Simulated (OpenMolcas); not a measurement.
**Computed transition rates of Ag5+**

```
Program             : OpenMolcas
Method              : MS-CASPT2, IPEA 0.25 Eh, imaginary shift 0.1 Eh (closed shells correlated: 4s 4p)
Basis               : ANO-RCC-VTZP [7s6p4d2f1g]
Scalar Hamiltonian  : DKH2, point nucleus
Active space        : 6 electrons in 5 orbitals (4d)
State averaging     : 2S+1 = 5 even, 5 roots; 2S+1 = 3 even, 45 roots kept (CI in the orbitals of an earlier block); 2S+1 = 1 even, 50 roots kept (CI in the orbitals of an earlier block)
Spin-orbit coupling : RASSI with atomic mean-field integrals over the reference wave functions, term energies averaged over their components
```

Rates come from the transition moments of the reference wave functions (E1 and E2 in the length form). At fixed line strength A goes as λ^-3 for E1 and M1 and as λ^-5 for E2, so a rate at the computed wavelength can be rescaled to the measured one. Measured vacuum wavelengths follow from level energies in the list in Gamrath, thesis, University of Mons (2023). Branching counts decays inside the model space alone, at computed energies, and the table is only a selection of the E2 and M1 lines, drawn from those between levels with measured partners whose computed energy lies within a factor of 1.5 of the measured one.

| Upper | Lower | Type | λ computed (nm) | λ measured (nm) | A computed (s-1) | A rescaled (s-1) | Branching % |
| --- | --- | --- | --- | --- | --- | --- | --- |
| 4d6 5D0 | 4d6 5D1 | M1 | 23170 | 22780 | 1.26e-02 | 1.33e-02 | 100.0 |
| 4d6 5D1 | 4d6 5D2 | M1 | 10570 | 10120 | 7.71e-02 | 8.78e-02 | 100.0 |
| 4d6 5D2 | 4d6 5D3 | M1 | 7847 | 7933 | 1.29e-01 | 1.25e-01 | 100.0 |
| 4d6 5D3 | 4d6 5D4 | M1 | 3898 | 3714 | 5.80e-01 | 6.71e-01 | 100.0 |
| 4d6 3G5 [73 %] | 4d6 3H5 [73 %] | M1 | 1664 | 1627 | 9.71e-01 |  | 32.6 |
| 4d6 3G5 [73 %] | 4d6 3H6 | M1 | 1587 | 1551 | 1.74e+00 |  | 58.3 |
| 4d6 3P1(1) | 4d6 3P2(1) | M1 | 1436 | 1391 | 8.23e+00 | 9.05e+00 | 32.8 |
| 4d6 3D2 | 4d6 3P2(1) | M1 | 817.2 | 861.4 | 1.71e+00 |  | 26.5 |
| 4d6 1I6 | 4d6 3H5 [73 %] | M1 | 772.9 | 807.6 | 1.59e+00 |  | 33.1 |
| 4d6 1I6 | 4d6 3H6 | M1 | 755.9 | 788.5 | 3.12e+00 |  | 65.0 |
| 4d6 1G4(1) | 4d6 3H5 [73 %] | M1 | 629.7 | 638.2 | 5.54e+00 |  | 29.7 |
| 4d6 1D2(1) | 4d6 3F3(1) | M1 | 565.3 | 590.6 | 6.17e+00 |  | 34.3 |
| 4d6 3P2(1) | 4d6 5D3 | M1 | 518 | 545 | 1.48e+01 |  | 84.9 |
| 4d6 3F2(1) | 4d6 5D2 | M1 | 441.2 | 468.3 | 2.93e+00 |  | 58.3 |
| 4d6 3H6 | 4d6 5D4 | E2 | 437.5 | 464.8 | 1.46e-04 |  | 100.0 |
| 4d6 3F3(1) | 4d6 5D3 | M1 | 434.2 | 459.8 | 5.63e+00 |  | 58.9 |
| 4d6 3H5 [73 %] | 4d6 5D4 | M1 | 432 | 458.5 | 5.74e-02 |  | 66.7 |
| 4d6 3F3(2) | 4d6 3D3 | M1 | 427.9 | 445 | 7.26e+00 |  | 27.2 |
| 4d6 3P1(1) | 4d6 5D2 | M1 | 400.1 | 411.9 | 1.16e+01 |  | 46.4 |
| 4d6 3D1 | 4d6 5D1 | M1 | 332.7 | 349.4 | 4.59e+00 |  | 47.9 |
| 4d6 3D2 | 4d6 5D2 | M1 | 330.4 | 348.5 | 3.14e+00 |  | 48.6 |
| 4d6 3G4 | 4d6 5D4 | M1 | 323.9 | 337.2 | 1.56e+00 |  | 47.6 |
| 4d6 3D3 | 4d6 5D4 | M1 | 286.4 | 298.4 | 6.37e+00 |  | 51.7 |
| 4d6 3P1(2) | 4d6 5D2 | M1 | 198.6 | 209.6 | 1.23e+01 |  | 43.4 |
| 4d6 3P2(2) | 4d6 5D3 | M1 | 177.6 | 185.8 | 8.52e+00 |  | 34.8 |

Spin-changing lines and M1 lines between different terms are not rescaled, since their strength hangs on the term gaps too.

The largest correction is for 4d6 5D3 → 4d6 5D4 (M1): 5.80e-01 × (3898 / 3714)^3 = 6.71e-01 s-1, a factor of 1.16.

The computed order of these levels differs from the measured one in 2 places, and where term gaps are wrong the rates of spin-changing lines can be off by large factors.

These are rates of the free ion; in crystals, glasses and complexes forced electric-dipole and non-radiative decay shorten such lifetimes by orders of magnitude. No measured rate stands beside these. Rescaling mends the energy factor alone: line strengths can still be far off where a level mixes with configurations outside the active space, and weak or spin-changing lines hang on small mixing coefficients that depend on the term gaps too, so rescaling need not improve them.

CASPT2 does not keep the components of a term degenerate, so their means are used; among the terms shown or strongly mixed into the levels shown the widest spread is 1200 cm-1 (4d6 1I). Terms from blocks run as CI alone lack orbitals of their own. The CASPT2 spread within a term exceeds the gap to the next term for 4d6 3D and 4d6 1I, so the order of their levels is uncertain. Measured partners are found by configuration, term and J. A level has none where our copy of the source lacks it or the pairing is in doubt (some pairs that miss far off the trend of their configuration count as doubtful). Only configurations of the active space appear.

A share in square brackets marks a mixed level and gives the weight of the term that names it. A number in round brackets counts repeated terms of one configuration in the order of the reference energies.
